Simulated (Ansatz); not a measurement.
Mulliken charges of F₄H₂O₂W (`[OH][W]([OH])([F])([F])([F])[F]`) from ωB97M-V/def2-TZVPP in Ansatz (PBE0-D4/def2-TZVP geometry).

```
atom   x (Å)   y (Å)   z (Å)  charge (e)
  O1  -0.841  -1.460   0.090      -0.305
  W2  -0.039   0.180  -0.157       1.265
  O3   1.167  -0.030   1.217      -0.305
  F4  -1.193   0.535  -1.573      -0.270
  F5   0.667   1.861  -0.530      -0.270
  F6  -1.264   1.022   0.956      -0.270
  F7   1.153  -0.515  -1.400      -0.270
  H8  -1.537  -2.013  -0.264       0.213
  H9   1.887   0.420   1.662       0.213
```

**Question.** By hand: the dipole of these point charges (1 e Å = 4.8032 D).

**Answer.** Σ q r = (0.098, -0.441, 0.388) e Å, of length 0.596 e Å = 2.86 D.

**Question.** How does the dipole of the full density compare? (Best estimate.)

**Answer.** Ansatz gave: (0.107, -0.484, 0.426) e Å, 3.14 D; the point charges give 0.91 times that, at 0° from its direction.

Point charges leave out the atoms' own dipoles, such as those of lone pairs, and Mulliken's split depends on the basis, so the close match here is no proof of good charges.
